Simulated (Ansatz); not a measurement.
Consider the ligand exchange at a Ga–Br bond: `[F][Ga]([F])[Br]` + NH₃ → `[NH2][Ga]([F])[F]` + HBr.

Gas-phase electronic energies from Ansatz, PBE0-D4/def2-TZVP geometries. CBS: MP2 limit from def2 TZ/QZ plus the TZ coupled-cluster correction, frozen cores. This one scheme is used for every species. DFT in def2-TZVPP. B3LYP here is the variant with VWN-RPA as its local correlation; programs differ in this. HSE06 is defined as in plane-wave codes. For Br, Ga outer-core shells are correlated without core-valence functions, which leaves a few kJ/mol of doubt a bond. Scalar relativity is left out up to krypton. One conformer a species, not always the lowest.

(1) Is it downhill or uphill in electronic energy at CCSD(T)/CBS, and by how much? (An estimate is asked.)

(2) What do these levels give: BLYP-D4, PBE0-D4, B3LYP-D4, HSE06-D4, BHLYP-D4, revPBE, BHLYP, MP2/def2-SVP, HF/def2-TZVPP, SCS-MP2/def2-TZVPP, CCSD(T)/def2-TZVPP, MP2/def2-QZVPP? (Best estimate.)

Largest T1 diagnostic among the species: 0.014.

## Answers

(1) Ansatz gave: Uphill: ΔE = +17.2 kcal/mol.

(2) The calculation gave: BLYP-D4 17.9, PBE0-D4 19.0, B3LYP-D4 18.3, HSE06-D4 19.1, BHLYP-D4 19.3, revPBE 19.2, BHLYP 18.8, MP2/def2-SVP 16.6, HF/def2-TZVPP 20.4, SCS-MP2/def2-TZVPP 17.4, CCSD(T)/def2-TZVPP 17.4, MP2/def2-QZVPP 17.4 kcal/mol.

At CCSD(T), def2-SVP lies −0.9 kcal/mol from the extrapolated value and def2-TZVPP +0.2 kcal/mol. From BLYP to BHLYP (50 % exact exchange), in def2-TZVPP and without D4, ΔE moves by +0.9 kcal/mol. Leaving LDA and LC-ωPBE aside and taking each functional with its dispersion term where it has one, the values, not all of them listed here, spread over 2.7 kcal/mol, from CAM-B3LYP-D4 to B97M-V. LDA lies −2.7 kcal/mol from PBE without D4.
